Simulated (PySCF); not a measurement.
## Exercise with solution: oscillator strength and radiative lifetime

AsH5Si, SMILES [SiH3][AsH2].

The structure is a stationary point at PBE-D3(BJ)/def2-TZVP.

TDA-ωB97X/def2-SVPD (PySCF) puts the first singlet state with f over 0.02 at 6.70 eV (vertical), with the transition dipole (-0.412, 0.546, 0.000) in atomic units.

**Question.** Find the oscillator strength, the wavelength and the radiative lifetime that this transition would have in vacuum if emission retraced absorption.

**Answer.** 
|μ|² = 0.4679 au, so |μ| = 1.74 D. ΔE = 6.70/27.211 = 0.2462 hartree. f = (2/3) ΔE |μ|² = 0.077 (the program prints 0.077).
λ = 1239.84/6.70 = 185 nm; ν = 54039 cm⁻¹.
Einstein's coefficient A = 0.6670 ν² f s⁻¹ (ν in cm⁻¹) = 1.5e8 s⁻¹, so τ = 1/A = 6.7 ns. This state is S2; the lower singlet has f = 0.019. The figure is the radiative limit of this one transition; relaxation, internal conversion, crossing to triplets and a medium change what is measured.
